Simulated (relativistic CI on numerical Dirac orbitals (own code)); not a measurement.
**Hyperfine structure of Hf LXIV, mass number 177**

Method of calculation: Dirac-Coulomb-Breit CI, orbitals from a KLI potential per configuration, model QED, unscaled Slater integrals (own radial code, finite nucleus).

CI space (outside the closed core 1s2): 2s2.2p5, 2s.2p6, 2p6.3s, 2p6.3p, 2s2.2p4.3s, 2p6.3d, 2s2.2p4.3p, 2s2.2p4.3d, 2s.2p5.3s, 2s.2p5.3p, 2s.2p5.3d, 2s2.2p4.4s, 2s2.2p4.4p, 2s2.2p4.4d, 2s2.2p4.4f, 2s2.2p3.3s2. Levels of other configurations are missing.

Nuclear spin I = 7/2, μ = 0.791 μN, Q = 3.37 b (tables of Stone and Pyykkö). The electronic factors are computed for point nuclear moments, without core polarisation or the Bohr-Weisskopf and QED corrections.

```json
{"Level": "2s2.2p5 2P°_3/2", "E (eV)": "0.00", "A (GHz)": "169.6", "B (GHz)": "-4930"}
{"Level": "2s2.2p5 2P°_1/2", "E (eV)": "1225.39", "A (GHz)": "1467", "B (GHz)": ""}
{"Level": "2s.2p6 2S_1/2", "E (eV)": "1685.22", "A (GHz)": "4590", "B (GHz)": ""}
{"Level": "2s2.2p4.3s 4P_5/2", "E (eV)": "7985.81", "A (GHz)": "390.7", "B (GHz)": "318"}
{"Level": "2s2.2p4.3s 2P_3/2", "E (eV)": "7996.51", "A (GHz)": "-52.3", "B (GHz)": "123"}
{"Level": "2s2.2p4.3s 2S_1/2", "E (eV)": "8048.34", "A (GHz)": "1277", "B (GHz)": ""}
{"Level": "2s2.2p4.3p 2P°_1/2", "E (eV)": "8175.82", "A (GHz)": "418", "B (GHz)": ""}
{"Level": "2s2.2p4.3p 2D°_5/2", "E (eV)": "8459.70", "A (GHz)": "124.2", "B (GHz)": "-95"}
```

Levels with J = 0, under 50 % of one LS term, or S terms without an open s electron are left out. Small factors come from cancelling terms and can be off by tens of per cent or more.

At this charge energies of transitions that change n are usually good to better than 1 %, and those within a shell (Δn = 0) to a few per cent.

**Question.** Give the hyperfine levels of 2s2.2p5 2P°_1/2 relative to its centre of gravity.

**Answer.** With K = F(F + 1) − I(I + 1) − J(J + 1), E = AK/2: F = 3: -3301, F = 4: 2567 GHz.

LS names give the leading component of a level, which can be under half, so a name can repeat, a term be missing and a line seem to break the LS rules.
